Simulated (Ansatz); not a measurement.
Start from `C[SiH](O)BO` and change one atom or group to get `C[SiH](O)[SnH3]`.

Ansatz, PBE0-D4/def2-TZVP geometries, multiplicity 1. Each molecule was computed in one conformer, which needn't be the lowest.

Elements past krypton have def2 core potentials.

| property | `C[SiH](O)BO` |
| --- | --- |
| HOMO energy (B3LYP/def2-TZVPP) / eV | -7.07 |
| HOMO–LUMO gap (PBE0/def2-TZVPP) / eV | 6.25 |
| LUMO energy (ωB97M-V/def2-TZVPP) / eV | 0.94 |
| HOMO–LUMO gap (PBE/def2-TZVPP) / eV | 3.99 |
| LUMO energy (PBE0/def2-TZVPP) / eV | -0.99 |
| LUMO energy (PBE/def2-TZVPP) / eV | -1.94 |

**Question.** Give the same properties after the change, and the shifts. (Estimate.)

**Answer.** The calculation gave: 
```tsv
property	`C[SiH](O)[SnH3]`	shift
HOMO energy (B3LYP/def2-TZVPP) / eV	-7.17	-0.10
HOMO–LUMO gap (PBE0/def2-TZVPP) / eV	7.07	0.82
LUMO energy (ωB97M-V/def2-TZVPP) / eV	1.29	0.35
HOMO–LUMO gap (PBE/def2-TZVPP) / eV	5.16	1.17
LUMO energy (PBE0/def2-TZVPP) / eV	-0.27	0.72
LUMO energy (PBE/def2-TZVPP) / eV	-1.08	0.86
```

With PBE0 the HOMO falls by 0.11 eV and the LUMO rises by 0.72 eV, so the gap widens by about 0.83 eV. PBE moves the HOMO by -0.32 eV and ωB97M-V by 0.05 eV.

B3LYP here is the variant with VWN-RPA as its local correlation; programs differ in this.
